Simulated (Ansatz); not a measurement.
Input file for Ansatz (a quantum-chemistry and plane-wave program): R-CCSD(T)/cc-pV(T+d)Z on CH3FOSi (SMILES CO[Si]F), a point of a torsion scan. Files ending in .json are basis or fitting sets from the Basis Set Exchange.

Ansatz 0.2 input:
```yaml
crystal:
  periodic: [false, false, false]
  atoms:
    - {symbol: C, position_ang: [-0.83249609, -0.03209466, 0.12767300]}
    - {symbol: O, position_ang: [0.16119494, 0.95512698, 0.08837107]}
    - {symbol: Si, position_ang: [1.41684338, 1.30721089, -0.84693311]}
    - {symbol: F, position_ang: [1.32295341, 0.08943719, -1.95180859]}
    - {symbol: H, position_ang: [-0.71941073, -0.74386556, -0.69209076]}
    - {symbol: H, position_ang: [-1.80895985, 0.45129686, 0.05619129]}
    - {symbol: H, position_ang: [-0.76208067, -0.56187707, 1.07985833]}
basis:
  gaussian:
    orbitals: cc-pV_T+d_Z.json
magnetization: {spin_polarized: false}
correlation: {method: ccsd_t, electrons: outside_noble_gas}
scf: {lower_state_search: off}
```

Problem. Predict the final total energy.

Solution. -503.8313 hartree (reference determinant -503.0202, T1 diagnostic 0.014).

Problem. How many basis functions does it have, and what does it roughly cost on one machine?

Solution. 171 functions; roughly 30 core-seconds.
